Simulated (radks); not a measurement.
Isoelectronic series with 18 electrons, all held in the configuration [Ar], which need not be the ground one along the series. Calculated with a radial shooting solver on a logarithmic mesh with Libxc functionals: scalar-relativistic Kohn-Sham, PBE, spin-polarised, spherical densities, point nucleus. Total energies (hartree) and mean radii <r> (bohr):

| ion | E (hartree) | 3p | 3s |
|---|---|---|---|
| Ar | -529.22987 | 1.664 | 1.406 |
| K+ | -601.92825 | 1.426 | 1.267 |
| Ca2+ | -679.65892 | 1.258 | 1.152 |
| Sc3+ | -762.41979 | 1.129 | 1.056 |
| Ti4+ | -850.21468 | 1.027 | 0.9748 |
| Cr6+ | -1040.93833 | 0.8719 | 0.8458 |
| Mn7+ | -1143.88846 | 0.8116 | 0.7935 |
| Fe8+ | -1251.91446 | 0.7594 | 0.7473 |

Estimate the row of V5+.

Answer. E (hartree) -943.05094; 3p 0.9426; 3s 0.9056.
